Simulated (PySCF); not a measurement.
Compound: C7H7Cl.
Numbering: `[CH2:1]=[C:2]1[C:3](=[CH2:4])[C:5]([Cl:6])=[C:7]1[CH3:8]` (hydrogens: H9, H10 on C1; H11, H12 on C4; H13, H14, H15 on C8)

Structure optimised with GFN2-xTB, isolated species.

Some entries are withheld. Bonds in one row agree within 0.01 Å.

```json
{"coordinate": "C1=C2", "value": "1.321 Å"}
{"coordinate": "C2–C3", "value": "1.496 Å"}
{"coordinate": "C3=C4", "value": "?"}
{"coordinate": "C3–C5", "value": "?"}
{"coordinate": "C5–Cl6", "value": "?"}
{"coordinate": "C5=C7", "value": "1.358 Å"}
{"coordinate": "C7–C8", "value": "1.476 Å"}
{"coordinate": "C2–C7", "value": "?"}
{"coordinate": "C1–H9", "value": "1.076 Å"}
{"coordinate": "C1–H10", "value": "1.077 Å"}
{"coordinate": "C4–H11", "value": "1.077 Å"}
{"coordinate": "C4–H12", "value": "1.076 Å"}
{"coordinate": "C8–H13, C8–H14, C8–H15", "value": "1.089 Å"}
{"coordinate": "C1–C2–C3", "value": "135.5°"}
{"coordinate": "C1–C2–C7", "value": "136.2°"}
{"coordinate": "C3–C2–C7", "value": "?"}
{"coordinate": "C2–C3–C4", "value": "137.0°"}
{"coordinate": "C2–C3–C5", "value": "86.4°"}
{"coordinate": "C4–C3–C5", "value": "136.6°"}
{"coordinate": "C3–C5–Cl6", "value": "131.9°"}
{"coordinate": "C3–C5–C7", "value": "?"}
{"coordinate": "Cl6–C5–C7", "value": "134.1°"}
{"coordinate": "C5–C7–C8", "value": "135.5°"}
{"coordinate": "C2–C7–C5", "value": "?"}
{"coordinate": "C2–C7–C8", "value": "133.2°"}
```

Estimate the withheld lengths and angles.

- C3=C4 = 1.320 Å, drawn double (fully substituted alkene carbon to terminal =CH2 carbon); 0.14 Å below the sum of covalent radii, 1.46 Å.
- C3–C5 = 1.472 Å, drawn single (fully substituted alkene carbon to vinylic C–Cl carbon); 0.01 Å above the sum of covalent radii, 1.46 Å.
- C5–Cl6 = 1.701 Å, drawn single (vinylic C–Cl carbon to vinyl chlorine); 0.05 Å below the sum of covalent radii, 1.75 Å.
- C2–C7 = 1.480 Å, drawn single (both ends fully substituted alkene carbon); 0.02 Å above the sum of covalent radii, 1.46 Å.
- C3–C2–C7 = 88.3°, at the fully substituted alkene carbon, inside a 4-membered ring; the outer atoms are 2.072 Å apart.
- C3–C5–C7 = 94.0°, at the vinylic C–Cl carbon, inside a 4-membered ring; the outer atoms are 2.072 Å apart.
- C2–C7–C5 = 91.3°, at the fully substituted alkene carbon, inside a 4-membered ring; the outer atoms are 2.031 Å apart.

Radii are Cordero's, carbon taken as 0.76, 0.73 or 0.69 Å for four, three, and two or fewer neighbours.

GFN2-xTB frequencies: not computed here.
